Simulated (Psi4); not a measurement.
C$_{2}$H$_{6}$NO (SMILES CC([NH3+])=O), charge +1, singlet, at a GFN2-xTB geometry. Base run: M06-2X/6-31G* (Psi4).

Here is a job for Psi4.
```
memory 2 GB

molecule mol {
1 1
  O     0.419742    1.335988    0.185942
  C    -0.054338    0.283115    0.038637
  N     1.009591   -0.914244   -0.162186
  C    -1.419457   -0.234742    0.003078
  H     0.773244   -1.741228    0.398216
  H    -2.113387    0.595587   -0.125765
  H    -1.572434   -0.966171   -0.787665
  H    -1.656404   -0.714842    0.955158
  H     1.939820   -0.564677    0.109659
  H     1.046856   -1.187111   -1.152123
}

set basis 6-31g*
set reference rks

energy('m06-2x')
print_variables()
```

The base run was repeated with changes; each row names its change, and settings that it needs were set with it.

```csv
change,basis functions,E (Eh),core-seconds (rough)
base,72,-209.43129,20
basis = STO-3G,26,-206.84825,10
basis = 3-21G,48,-208.28149,10
basis = 6-31G,48,-209.36399,10
basis = pcseg-1,86,-209.39354,20
basis = 6-31G**,90,-209.44268,20
basis = 6-311G**,108,-209.49840,30
basis = aug-cc-pVDZ,146,-209.46939,60
basis = aug-pcseg-1,146,-209.40951,60
basis = def2-TZVP,160,-209.52183,60
basis = cc-pVTZ,204,-209.52008,90
basis = pcseg-2,204,-209.52470,90
basis = def2-TZVPD,205,-209.52282,100
```

Totals compare only among sets that treat the same electrons; sets with core potentials leave the core out.
